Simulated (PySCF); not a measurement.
Si(F)2(H)(nPr) (C3H8F2Si), SMILES CCC[SiH](F)F. Geometry optimised at PBE0-D3(BJ)/def2-SVP. Other conformers were not sampled.

Computed equilibrium geometry at PBE0-D3(BJ)/def2-SVP (PySCF confirms it by a frequency run) as a Z-matrix (one conformer of several):
```
C
H 1 1.1042
H 1 1.1054 2 105.73
C 1 1.5313 2 110.71 3 -119.97
H 4 1.1027 1 108.99 2 54.93
H 4 1.1027 5 105.91 1 117.14
C 4 1.5218 5 109.37 6 117.83
H 7 1.1001 4 111.30 5 -55.00
H 7 1.1020 8 107.61 4 -122.35
H 7 1.1026 8 107.01 9 -115.15
Si 1 1.8559 2 106.09 3 114.30
F 11 1.6184 1 108.88 2 -39.65
F 11 1.6197 12 106.77 1 -117.43
H 11 1.4819 12 107.17 13 -114.95
```
